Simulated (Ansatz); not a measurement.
Wavefunction ladder for `C#C[SiH]1CS1`

```xyz
9

C    -1.698    1.404    1.408
C    -0.985    0.923    0.562
Si    0.064    0.214   -0.728
C     1.051   -1.287   -0.355
S     2.131    0.229   -0.487
H    -2.324    1.828    2.160
H    -0.510    0.415   -2.071
H     1.028   -1.707    0.645
H     1.243   -2.020   -1.133
```

Total charge 0; spin multiplicity 1. Geometry: relaxed with PBE0-D4/def2-TZVP. Frozen core, restricted reference, Ansatz 0.2.0. CBS rows extrapolate triple and quadruple zeta; past MP2 they add the triple-zeta difference.

```
     basis     HF (Eh)  MP2 corr.  CCSD corr.       (T)  CCSD(T) total
  def2-SVP  -802.03018          ?           ?  -0.02642              ?
def2-TZVPP           ?   -0.75336    -0.79046  -0.04182              ?
def2-QZVPP  -802.43267   -0.80777           –         –              –
 CBS(def2)  -802.43608          ?    -0.88519     as TZ              ?
```

(1) Fill in the withheld values. (An estimate is asked.)

Results:

(1) Ansatz gave: def2-SVP MP2 corr.: -0.60332; def2-SVP CCSD corr.: -0.64710; def2-SVP CCSD(T) total: -802.70370; def2-TZVPP HF (Eh): -802.40791; def2-TZVPP CCSD(T) total: -803.24019; CBS(def2) MP2 corr.: -0.84808; CBS(def2) CCSD(T) total: -803.36309.
